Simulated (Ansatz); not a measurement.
Question: Name a neutral molecule of B, O, Si, Te and H with HOMO energy (ωB97M-V/def2-TZVPP) between -8.70 and -8.40 eV and HOMO–LUMO gap (PBE/def2-TZVPP) between 3.90 and 4.20 eV (Ansatz, PBE0-D4/def2-TZVP geometry).

Answer: `OB(O)[Te][SiH3]` (-8.59 eV, 4.20 eV). Other molecules can fit too; these were computed, each in one conformer that needn't be the lowest.
